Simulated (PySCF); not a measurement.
Radial density of Xe⁺ (xenon, charge +1)

UHF, [Kr] 4d10 5s2 5p5, 2P determinant. Calculation: PySCF 2.14, in x2c-SVPall (6s5p3d, 36 functions); scalar relativity by spin-free X2C-1e.

| r (bohr) | 4πr²ρ (e/bohr) | 4πr²(ρα − ρβ) |
| --- | --- | --- |
| 0.0201 | 70.53 | 0.0049 |
| 0.0338 | 60.81 | 0.0159 |
| 0.0568 | 76.71 | 0.0275 |
| 0.0956 | 87.85 | 0.0055 |
| 0.161 | 64.88 | 0.0210 |
| 0.270 | 73.25 | 0.0381 |
| 0.455 | 26.29 | 0.0603 |
| 0.765 | 28.03 | 0.0511 |
| 1.29 | 8.122 | 0.2761 |
| 2.16 | 3.825 | 0.5422 |
| 3.64 | 0.5377 | 0.0871 |
| 6.12 | 0.003208 | 0.0005 |

Densities and radii are taken from the X2C orbitals without a picture-change correction, which distorts them close to the nucleus.
